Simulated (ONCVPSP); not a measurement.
## Hf (Z = 72): variants of one ONCV potential

Base potential:

```
Element                 : hafnium
Generator               : ONCVPSP 4.0.1
Type                    : optimised norm-conserving Vanderbilt (ONCV)
Functional              : PBE
Relativity              : scalar-relativistic
Frozen core             : [Kr] 4d10 4f14
Valence charge          : 12
Reference configuration : 5s2 5p6 5d2 (charge +2)
Partial waves           : 5s: rc 1.15 bohr, ncon 4, nbas 8, qcut 4.8 1/bohr, 2 projectors, debl 3.4 Ha; 5p: rc 1.25 bohr, ncon 3, nbas 6, qcut 7.4 1/bohr, 1 projector; 5d: rc 1.95 bohr, ncon 4, nbas 8, qcut 5.4 1/bohr, 2 projectors, debl 3.6 Ha
Local potential         : polynomial inside 0.80 bohr (lpopt 5, dvloc0 -1 Ha)
Core correction         : none
```

All-electron outer shells of the reference configuration (PBE, scalar-relativistic, ld1.x):

```csv
shell,level (eV),outermost node (bohr),outermost maximum (bohr)
5p,-50.63,0.60,1.16
4f,-31.91,–,0.45
5d,-16.70,0.67,1.65
```

Cutoffs, loose and tight: the cutoffs (Ha) at which the residual kinetic energy of the hardest occupied pseudo-wave falls to 1 and 0.1 mHa per electron. They do not see the model core or the augmentation charge, which bear on the density cutoff. Test errors are all-electron minus pseudo excitation energies from the reference, over the configurations 5s2 5p6 5d2 6s2; 5s2 5p6 5d2 6s1; 5s2 5p6 5d1; 5s2 5p6 5d2 6p1. A dash means not determined; rows that change the core or the reference have their own tests. The largest error is taken over the tests solved by every variant that gives reliable tests at all: 5s2 5p6 5d1; 5s2 5p6 5d2 6s1; 5s2 5p6 5d2 6s2.

A true bound ghost makes a file unfit for plane-wave use even where its test errors are small: the radial tests pick states by their node count and pass the ghost by.

```tsv
change	outcome	cutoff, loose	cutoff, tight	bound ghosts	GHOST(+) flags above zero	largest test error (meV)
base	generated	127 Ha	147 Ha	s, p	d	+56
p: qcut 6.3	generated	127 Ha	147 Ha	s, p	d	+55
core correction Teter function, fcfact 4, rcfact 1.1	generated	127 Ha	147 Ha	s, p	d	+54
core [Xe] 4f14, valence charge 4; reference 5d2 6s1.75; waves now 6s: rc 2.30 bohr, ncon 5, nbas 8, qcut 3.1 1/bohr, 3 projectors, debl 2.8 Ha; p scattering state at 0.41 Ha: rc 2.65 bohr, ncon 4, nbas 7, qcut 3.4 1/bohr, 2 projectors, debl 2 Ha; 5d: rc 2.45 bohr, ncon 4, nbas 9, qcut 7.4 1/bohr, 2 projectors, debl 0.5 Ha; local potential polynomial inside 2.20 bohr (lpopt 4, dvloc0 1 Ha)	failed: optimize: ERROR ps0norm > uunorm, code will stop	–	–	–	–	–
d: ncon 3, nbas 7	generated	127 Ha	147 Ha	s, p	d	+56
s: rc 1.6	generated	51 Ha	69 Ha	s, p	d	+53
reference 5s2 5p6 5d2 6s2; wave 5s: rc 1.15 bohr, ncon 4, nbas 8, qcut 4.8 1/bohr, 2 projectors, debl 3.4 Ha becomes 5s+6s: rc 1.15 bohr, ncon 4, nbas 8, qcut 4.8 1/bohr, 2 projectors	generated	127 Ha	154 Ha	s, p	d	+20 over the solved tests; 1 of 4 tests not solved or not reliable
```

**Question.** What comes out with this change to the base: s: qcut 3.5?

**Answer.** outcome: generated; cutoff, loose: 134 Ha; cutoff, tight: 176 Ha; bound ghosts: s, p; GHOST(+) flags above zero: d; largest test error (meV): +56.

**Question.** What comes out with this change to the base: p: nproj 3?

**Answer.** outcome: generated, projector energies reset by the program; cutoff, loose: 127 Ha; cutoff, tight: 147 Ha; bound ghosts: s; GHOST(+) flags above zero: p, d; largest test error (meV): +56.
